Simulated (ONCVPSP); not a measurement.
# Plane-wave convergence, ONCV potential for silicon (Si)

- Element: Si
- Generator: ONCVPSP 4.0.1
- Type: optimised norm-conserving Vanderbilt (ONCV)
- Functional: PBE
- Relativity: scalar-relativistic
- Frozen core: [Ne]
- Valence charge: 4
- Reference configuration: 3s2 (charge +2)
- Partial waves: 3s: rc 1.55 bohr, ncon 5, nbas 8, qcut 4.7 1/bohr, 2 projectors, debl 0.5 Ha; p scattering state at 0.02 Ha: rc 1.45 bohr, ncon 3, nbas 7, qcut 5.2 1/bohr, 1 projector; d scattering state at 0.27 Ha: rc 1.40 bohr, ncon 4, nbas 8, qcut 7.2 1/bohr, 1 projector
- Local potential: polynomial inside 1.05 bohr (lpopt 5, dvloc0 3 Ha)
- Core correction: Teter function, fcfact 4.25, rcfact 1.4

In the s channel the program set the typed energies aside and used -1.049, 0.250 Ha. In the p channel the program set the typed energies aside and used 0.050 Ha.

For each optimised wave give the share of its norm inside rc, the residual kinetic energy above qcut (Ha) and the cutoffs (Ha) for errors of 10, 1, 0.1 and 0.01 mHa per electron.

| wave | norm inside rc | residual KE | 10 mHa | 1 mHa | 0.1 mHa | 0.01 mHa |
| --- | --- | --- | --- | --- | --- | --- |
| 3s | 0.303 | 1.0e-03 | 5.4 | 12.6 | 60.9 | 71.8 |
| s projector 2 | 0.064 | 1.5e-03 | 7.1 | 12.1 | 46.2 | 88.5 |
| p projector 1 | 0.091 | 2.1e-05 | 3.0 | 6.9 | 11.0 | 29.8 |
| d projector 1 | 0.106 | 1.7e-04 | 13.4 | 20.8 | 28.9 | 107.0 |

The occupied waves need 13 Ha and 61 Ha for 1 and 0.1 mHa. Note: ghosts flagged at negative energy: s at -136.1 eV; no localised positive-energy state flagged. A true bound ghost makes a file unfit for plane-wave use. Its largest configuration-test error is +373 meV.
